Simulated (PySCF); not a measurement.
Dipole polarisabilities along the third row, charge +2

Calculated with PySCF 2.14 for the ground configurations, without spin-orbit coupling: coupled response for Hartree-Fock and DFT. Mean α in bohr³, C₆ of like pairs in atomic units.

```json
{"species": "Mg²⁺ [Ne] (aug-cc-pCVQZ-DK, spin-free X2C)", "α UHF": "0.4585", "α PBE": "0.5031", "α PBE0": "0.4887", "C₆ UHF": "0.5411", "C₆ PBE": "0.6049", "C₆ PBE0": "0.5844"}
{"species": "Al²⁺ [Ne] 3s1 (aug-cc-pwCVQZ, non-relativistic)", "α UHF": "15.43", "α PBE": "13.64", "α PBE0": "14.17", "C₆ UHF": "43.97", "C₆ PBE": "36.55", "C₆ PBE0": "38.68"}
{"species": "Si²⁺ [Ne] 3s2 (aug-cc-pwCVQZ, non-relativistic)", "α UHF": "12.60", "α PBE": "11.69", "α PBE0": "11.95", "C₆ UHF": "45.07", "C₆ PBE": "40.12", "C₆ PBE0": "41.47"}
{"species": "P²⁺ [Ne] 3s2 3p1 (aug-cc-pwCVQZ, non-relativistic)", "α UHF": "9.591", "α PBE": "9.214", "α PBE0": "9.285", "C₆ UHF": "35.23", "C₆ PBE": "33.22", "C₆ PBE0": "33.61"}
{"species": "S²⁺ [Ne] 3s2 3p2 (aug-cc-pwCVQZ, non-relativistic)", "α UHF": "7.509", "α PBE": "7.318", "α PBE0": "7.330", "C₆ UHF": "27.38", "C₆ PBE": "26.51", "C₆ PBE0": "26.56"}
{"species": "Cl²⁺ [Ne] 3s2 3p3 (aug-cc-pCVQZ-DK, spin-free X2C)", "α UHF": "5.944", "α PBE": "5.849", "α PBE0": "5.838", "C₆ UHF": "21.16", "C₆ PBE": "20.83", "C₆ PBE0": "20.76"}
{"species": "Ar²⁺ [Ne] 3s2 3p4 (aug-cc-pwCVQZ, non-relativistic)", "α UHF": "4.801", "α PBE": "4.835", "α PBE0": "4.803", "C₆ UHF": "16.83", "C₆ PBE": "16.97", "C₆ PBE0": "16.83"}
```
